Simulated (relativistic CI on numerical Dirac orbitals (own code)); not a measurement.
Slater and spin-orbit integrals, Ce¹⁷⁺

Method of calculation: Dirac-Coulomb-Breit CI, orbitals from a KLI potential per configuration, model QED, unscaled Slater integrals (own radial code, finite nucleus).

Slater integrals F^k, G^k are unscaled and averaged over j, outside the closed core [Ar] 3d10; ζ comes from projecting the Hamiltonian with its Breit term on Σ l·s of the shell.

- 4s2 4p6 4d5: F^2(4d,4d) = 152050, F^4(4d,4d) = 102970, ζ(4d) = 12856 cm⁻¹; <r>(4d) = 0.6669, <r^2>(4d) = 0.5084 (bohr units).
- 4s2 4p5 4d6: ζ(4p) = 114320, F^2(4d,4d) = 152070, F^4(4d,4d) = 102980, F^2(4p,4d) = 156490, G^1(4p,4d) = 197600, G^3(4p,4d) = 125180, ζ(4d) = 12816 cm⁻¹; <r>(4p) = 0.6355, <r^2>(4p) = 0.4565, <r>(4d) = 0.6667, <r^2>(4d) = 0.5081 (bohr units).
- 4s2 4p6 4d4 4f: F^2(4d,4d) = 152060, F^4(4d,4d) = 102970, ζ(4d) = 12884, F^2(4d,4f) = 147660, F^4(4d,4f) = 96785, G^1(4d,4f) = 167860, G^3(4d,4f) = 110620, G^5(4d,4f) = 79814, ζ(4f) = 1265.9 cm⁻¹; <r>(4d) = 0.6669, <r^2>(4d) = 0.5084, <r>(4f) = 0.6889, <r^2>(4f) = 0.5462 (bohr units).

Q: Give the Racah parameters of the d shell in 4s2 4p6 4d5.

A: B = F²/49 − 5F⁴/441 = 1936 cm⁻¹ and C = 35F⁴/441 = 8172 cm⁻¹.

Averages of the first 10 configurations, taken without configuration mixing, which lowers the lowest level and can move excited configurations by several eV; other configurations of the list can lie among them:

```
     Configuration  Parity  States  Average energy above the lowest level (eV)
       4s2 4p6 4d5    even     252                                        14.1
       4s2 4p5 4d6     odd    1260                                       127.9
    4s2 4p6 4d4 4f     odd    2940                                       134.4
    4s2 4p6 4d4 5p     odd    1260                                       189.6
 4s2 4p6 4d3 4f 5s     odd    3360                                       281.7
           4p6 4d7    even     120                                       405.7
           4p5 4d8     odd     270                                       517.4
   4s2 4p6 4d3 5s2    even     120                                       313.2
4s2 4p6 4d2 4f 5s2     odd     630                                       435.1
4s2 4p6 4d2 5s2 5p     odd     270                                       497.3
```
